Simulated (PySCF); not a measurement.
SrI, PBE0: how much the basis matters

PySCF, UKS reference; doublet, unpaired electrons σ ↑; De to Sr + I without counterpoise correction.

| basis | relativity | functions | Re (Å) | ωe (cm⁻¹) | De (eV) | μ (D) |
| --- | --- | --- | --- | --- | --- | --- |
| def2-SVP | scalar-relativistic core potentials | 49 | 2.996 | 172 | 3.25 | -5.28 |
| def2-TZVPP | scalar-relativistic core potentials | 90 | 2.976 | 171 | 3.24 | -5.15 |
| x2c-TZVPall | spin-free X2C | 123 | 2.970 | 172 | 3.29 | -4.96 |

Question: How does each smaller set differ from the one with most functions, x2c-TZVPall?

Answer: def2-SVP: +2.6 pm, +0.0 % in ωe, -0.04 eV in De; def2-TZVPP: +0.6 pm, -0.6 % in ωe, -0.05 eV in De. All at PBE0; the set with most functions is neither the basis-set limit nor always the best. The rows treat relativity differently, so the differences are not basis effects alone.

A positive dipole means Sr(−)I(+). These are scalar-relativistic numbers at best; spin–orbit coupling would shift them, the dissociation energy most. The state was picked by a PBE0 search and need not be the measured ground state.
